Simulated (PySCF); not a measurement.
A structure optimised at B3LYP-D3(BJ)/def2-SVP, used in a PySCF frequency run:

```
Ti
F 1 1.7512
O 1 1.7676 2 100.25
H 3 0.9649 1 135.95 2 24.75
F 1 1.7712 2 117.92 3 -108.85
F 1 1.7742 2 114.68 3 108.30
O 1 2.3530 2 82.80 3 -179.73
H 7 0.9694 1 103.93 2 127.63
H 7 0.9694 8 105.64 5 -113.71
```
Charge 0, spin multiplicity 1.

Q: Write its SMILES and formula.

A: [OH][Ti](<-[OH2])([F])([F])[F], F3H3O2Ti

Q: What are its rotational constants (standard atomic weights)?

A: 2.9356, 2.0840, 2.0452 GHz
